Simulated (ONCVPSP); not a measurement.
## Reading a pseudo-wave (S)

Columns: radius, all-electron u(r) and pseudo u(r) of the 3s shell (level -17.19 eV) of sulfur in the configuration [Ne] 3s2 3p4; PBEsol, scalar-relativistic, ONCV scheme, ONCVPSP 4.0.1.

```json
{"r (bohr)": "0.080", "all-electron": "0.1701", "pseudo": "0.0198"}
{"r (bohr)": "0.160", "all-electron": "-0.1156", "pseudo": "0.0432"}
{"r (bohr)": "0.240", "all-electron": "-0.3355", "pseudo": "0.0723"}
{"r (bohr)": "0.320", "all-electron": "-0.4077", "pseudo": "0.1084"}
{"r (bohr)": "0.400", "all-electron": "-0.3613", "pseudo": "0.1521"}
{"r (bohr)": "0.480", "all-electron": "-0.2414", "pseudo": "0.2046"}
{"r (bohr)": "0.560", "all-electron": "-0.0852", "pseudo": "0.2664"}
{"r (bohr)": "0.640", "all-electron": "0.0813", "pseudo": "0.3359"}
{"r (bohr)": "0.720", "all-electron": "0.2415", "pseudo": "0.4099"}
{"r (bohr)": "0.800", "all-electron": "0.3859", "pseudo": "0.4849"}
{"r (bohr)": "0.880", "all-electron": "0.5101", "pseudo": "0.5588"}
{"r (bohr)": "0.960", "all-electron": "0.6128", "pseudo": "0.6302"}
{"r (bohr)": "1.040", "all-electron": "0.6942", "pseudo": "0.6966"}
{"r (bohr)": "1.120", "all-electron": "0.7556", "pseudo": "0.7538"}
{"r (bohr)": "1.200", "all-electron": "0.7987", "pseudo": "0.7974"}
{"r (bohr)": "1.280", "all-electron": "0.8256", "pseudo": "0.8253"}
{"r (bohr)": "1.360", "all-electron": "0.8387", "pseudo": "0.8387"}
{"r (bohr)": "1.440", "all-electron": "0.8402", "pseudo": "0.8402"}
{"r (bohr)": "1.520", "all-electron": "0.8321", "pseudo": "0.8321"}
{"r (bohr)": "1.600", "all-electron": "0.8164", "pseudo": "0.8164"}
{"r (bohr)": "1.680", "all-electron": "0.7946", "pseudo": "0.7946"}
{"r (bohr)": "1.760", "all-electron": "0.7683", "pseudo": "0.7683"}
{"r (bohr)": "1.840", "all-electron": "0.7386", "pseudo": "0.7386"}
{"r (bohr)": "1.920", "all-electron": "0.7065", "pseudo": "0.7065"}
{"r (bohr)": "2.000", "all-electron": "0.6730", "pseudo": "0.6730"}
{"r (bohr)": "2.080", "all-electron": "0.6387", "pseudo": "0.6387"}
```

(1) How many radial nodes do the two functions have?

(2) At about which radius was the pseudo-wave matched?

(3) Where does each function peak?

(4) Is the pseudo-wave norm-conserving?

Answers

(1) The all-electron 3s function has n − l − 1 = 2; the pseudo-wave has 0, since the states of the same l below it are removed with the core.

(2) 1.40 bohr. The columns agree to 0.0005 from 1.28 bohr on; several derivatives are matched, so the curves merge somewhat inside the radius.

(3) Outermost all-electron maximum near 1.44 bohr, pseudo maximum near 1.44 bohr (to the table’s step).

(4) Yes: the ONCV scheme keeps the norm inside the radius equal to the all-electron one, which fixes the energy derivative of the logarithmic derivative at the level.
